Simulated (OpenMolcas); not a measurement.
V3+ among 6 point charges of -1.2 e arranged as a trigonal antiprism (D3d), 2.05 Å from the ion, with a polar angle of 56.9° against the regular 54.74°.
```
   0.0000    1.7178    1.1188  -1.20
  -1.4877   -0.8589    1.1188  -1.20
   1.4877   -0.8589    1.1188  -1.20
   0.0000   -1.7178   -1.1188  -1.20
   1.4877    0.8589   -1.1188  -1.20
  -1.4877    0.8589   -1.1188  -1.20
```

```json
{"Program": "OpenMolcas 26.06", "Method": "CASSCF", "Basis": "ANO-RCC-VDZP [5s4p2d1f]", "Scalar Hamiltonian": "DKH2, point nucleus", "Active space": "2 electrons in 5 orbitals (3d)", "State averaging": "2S+1 = 3 even, 10 roots; 2S+1 = 1 even, 15 roots", "Spin-orbit coupling": "RASSI with atomic mean-field integrals over the reference wave functions"}
```

Question: What is the spin-free ground state (labels of D3, the rotations of D3d)?

Answer: 3E, 2-fold in its orbital part, 99 % from free-ion F terms; it has the highest spin that d2 allows.

Question: Where is the first state of the same spin?

Answer: 3A2 at 5.69 cm-1 above the ground state. The two act as a nearly degenerate pair, with unquenched orbital momentum.

Question: What are the lowest two levels with spin-orbit coupling?

Answer: A 2-fold level E with g = 0.00, 0.00, 0.24, then a 1-fold level A1 15.1 cm-1 above it. Their leading multiplicities are 3 (100 %) and 3 (100 %).

Question: What is χT at 300 K, and how does it compare with the textbook value?

Answer: The lowest level has 2S+1 = 3, for which the spin-only value is χT = S(S+1) / 2 = 1.000 cm3 K/mol (g = 2). The computed 0.866 at 300 K differs by -0.134, through orbital momentum, spin-orbit coupling and any other state in reach.

Spin-orbit coupling mixes the spin-free states strongly: the lowest level takes only 59 % from its leading state, 3E. An orbital doublet at a regular site is open to a Jahn-Teller distortion, which this geometry leaves out. Without dynamic correlation the repulsion within the d shell is too large (B by tens of per cent), so at a given field states of lower spin stand too high. Point charges carry no covalency, so the field is a model and not that of real ligands. No measured value stands beside these numbers.

With an even number of electrons the g values are those of a degenerate or nearly degenerate non-Kramers pair.
